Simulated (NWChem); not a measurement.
System: CH₃ClMgO; SMILES C[O][Mg][Cl]

NWChem printed, in part:

```
             Northwest Computational Chemistry Package (NWChem) 7.3.0
             --------------------------------------------------------

                             Geometry "geometry" -> ""
                             -------------------------

 Output coordinates in angstroms (scale by  1.889725989 to convert to a.u.)

  No.       Tag          Charge          X              Y              Z
 ---- ---------------- ---------- -------------- -------------- --------------
    1 Mg                  12.0000     0.06522800    -0.34090300    -0.00026400
    2 Cl                  17.0000     0.51408700    -2.49250800     0.00101700
    3 O                    8.0000    -0.29428800     1.38154900    -0.00129400
    4 C                    6.0000    -0.57452400     2.72628800    -0.00209700
    5 H                    1.0000    -1.15846900     3.03027400     0.88923500
    6 H                    1.0000     0.34575300     3.34348000    -0.00685500
    7 H                    1.0000    -1.16591200     3.02766100    -0.88940000

 Effective nuclear repulsion energy (a.u.)     162.3696542282

                              NWChem Property Module
                              ----------------------

                                 NWChem DFT Module
                                 -----------------

 Summary of "ao basis" -> "ao basis" (spherical)
 ------------------------------------------------------------------------------
       Tag                 Description            Shells   Functions and Types
 ---------------- ------------------------------  ------  ---------------------
 Mg                        def2-svpd                 9       21   4s4p1d
 Cl                        def2-svpd                11       27   5s4p2d
 O                         def2-svpd                 9       23   4s3p2d
 C                         def2-svpd                 8       20   4s2p2d
 H                         def2-svpd                 4        8   2s2p

            General Information
            -------------------
          SCF calculation type: DFT
          Wavefunction type:  closed shell.
          No. of atoms     :     7
          No. of electrons :    46
           Alpha electrons :    23
            Beta electrons :    23
          Charge           :     0
          Spin multiplicity:     1
          Use of symmetry is: off; symmetry adaption is: off
          Maximum number of iterations: 150
          AO basis - number of functions:   115
                     number of shells:    49
          Convergence on energy requested:  1.00D-06
          Convergence on density requested:  1.00D-05
          Convergence on gradient requested:  5.00D-04

              XC Information
              --------------
                     Hartree-Fock (Exact) Exchange  1.000
                   CAM-Becke88 Exchange Functional  1.000
                      VWN V Correlation Functional  0.190 local
              Lee-Yang-Parr Correlation Functional  0.810

           Range-Separation Parameters
           ---------------------------
           Alpha           :  0.19
           Beta            :  0.46
           Gamma           :  0.33
           Short-Range HF  :     F

             Grid Information
             ----------------
          Grid used for XC integration:  medium
          Radial quadrature: Mura-Knowles
          Angular quadrature: Lebedev.
          Tag              B.-S. Rad. Rad. Pts. Rad. Cut. Ang. Pts.
          ---              ---------- --------- --------- ---------
          Mg                  1.50       88          12.0       590
          Cl                  1.00       88          14.0       590
          O                   0.60       49          13.0       434
          C                   0.70       49          15.0       434
          H                   0.35       45          16.0       434
          Grid pruning is: on
          Number of quadrature shells:   409
          Spatial weights used:  Erf1

      Superposition of Atomic Density Guess
      -------------------------------------

 Sum of atomic energies:        -772.68161845

      Non-variational initial energy
      ------------------------------

 Total energy =    -773.718573
 1-e energy   =   -1391.460279
 2-e energy   =     455.372052
 HOMO         =      -0.383303
 LUMO         =      -0.096109

   convergence    iter        energy       DeltaE   RMS-Dens  Diis-err
 ---------------- ----- ----------------- --------- --------- ---------
 d= 0,ls=0.0,diis     1   -775.1096539332 -9.37D+02  1.57D-02  7.93D-01
 d= 0,ls=0.0,diis     2   -775.0770323272  3.26D-02  4.88D-03  1.34D+00
 d= 0,ls=0.0,diis     3   -775.2002273831 -1.23D-01  1.08D-03  1.92D-02
 d= 0,ls=0.0,diis     4   -775.2020841725 -1.86D-03  5.03D-04  2.67D-03
 d= 0,ls=0.0,diis     5   -775.2024430878 -3.59D-04  1.26D-04  2.67D-05
  Resetting Diis
 d= 0,ls=0.0,diis     6   -775.2024498633 -6.78D-06  2.71D-05  3.79D-06
 d= 0,ls=0.0,diis     7   -775.2024505968 -7.33D-07  9.89D-06  1.74D-07

         Total DFT energy =     -775.202450596804
      One electron energy =    -1395.145261532171
           Coulomb energy =      517.468272495625
    Exchange-Corr. energy =      -59.895115788475
 Nuclear repulsion energy =      162.369654228216

 Numeric. integr. density =       45.999999319447

[...]

 DFT Linear Response polarizability / au
 Frequency  =       0.0000000 / au
              X              Y              Z
 -----------------------------------------------
 X      45.5223388     -3.9041366      0.0023366
 Y      -3.9041440     63.4207947     -0.0111695
 Z       0.0023366     -0.0111696     44.7081600
 -----------------------------------------------
 Eigenvalues =      44.7078090     64.2353311     44.7081534
 Isotropic   =      51.2170978
 Anisotropic =      19.5273499
 -----------------------------------------------

 Magnetic Dipole Response Matrix (nonzero elements):

 Exiting AOResponse driver routine
```

Level: CAM-B3LYP/def2-SVPD. Coordinates come from a PBE0/def2-SVP optimisation.

### Question
Write an input that gives this output.

### Answer
One answer among several that fit: the input that was run:
```
start job
memory heap 200 mb stack 900 mb global 1100 mb
geometry units angstroms noautosym nocenter noautoz
  Mg     0.065228    -0.340903    -0.000264
  Cl     0.514087    -2.492508     0.001017
  O     -0.294288     1.381549    -0.001294
  C     -0.574524     2.726288    -0.002097
  H     -1.158469     3.030274     0.889235
  H      0.345753     3.343480    -0.006855
  H     -1.165912     3.027661    -0.889400
end
basis spherical
  * library def2-svpd
end
dft
  xc xcamb88 1.00 lyp 0.81 vwn_5 0.19 hfexch 1.00
  cam 0.33 cam_alpha 0.19 cam_beta 0.46
  iterations 150
end
property
  response 1 0.0
end
task dft property
```
